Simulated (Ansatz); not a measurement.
Consider the ligand exchange at a B–C bond: `BC(B)O[SiH3]` + `[OH][GeH2][F]` → `B[O][GeH2][F]` + `BCO[SiH3]`.

Isolated molecules relaxed with PBE0-D4/def2-TZVP in Ansatz; ΔE leaves out vibrations. CCSD(T)/CBS adds triple-zeta CCSD(T) − MP2 to the extrapolated MP2 energy (def2 sets, frozen cores). DFT in def2-TZVPP. B3LYP here is the variant with VWN-RPA as its local correlation; programs differ in this. For Ge outer-core shells are correlated without core-valence functions, which leaves a few kJ/mol of doubt a bond. Scalar relativity is left out up to krypton. Each species was taken in one conformer, which may not be the lowest.

| level | ΔE (kJ/mol) | difference from CCSD(T)/CBS |
| --- | --- | --- |
| PBE-D4 | -111.7 | 9.8 |
| r2SCAN-D4 | -117.6 | 3.9 |
| B3LYP-D4 | -124.6 | -3.1 |
| ωB97X-V | -121.8 | -0.3 |
| ωB97M-V | -120.9 | 0.6 |
| B2PLYP | -128.4 | -6.9 |
| PBE | -114.3 | 7.2 |
| r2SCAN | -118.3 | 3.2 |
| PBE0 | -117.5 | 4.0 |
| B3LYP | -128.7 | -7.2 |
| HF/def2-TZVPP | -142.8 | -21.3 |
| SCS-MP2/def2-TZVPP | -129.3 | -7.8 |
| HF/def2-QZVPP | -143.4 | -21.9 |
| SCS-MP2/def2-QZVPP | -127.5 | -6.0 |
| MP2/CBS(def2) | -120.6 | 0.9 |
| CCSD/CBS(def2) | -123.7 | -2.2 |
| CCSD(T)/CBS | -121.5 | 0 |

Largest T1 diagnostic among the species: 0.013.

The D4 term adds +4.1 kJ/mol with B3LYP and +2.2 kJ/mol with PBE0; it sums over pairs of atoms, weighted by their polarisabilities, and B3LYP, whose exchange is more repulsive, gets the larger term. From PBE to PBE0 (25 % exact exchange), in def2-TZVPP and without D4, ΔE moves by −3.2 kJ/mol. In def2-TZVPP, CCSD(T) changes the Hartree–Fock value by +17.6 kJ/mol (the triples alone add +2.2 kJ/mol) and MP2 by +18.5 kJ/mol.
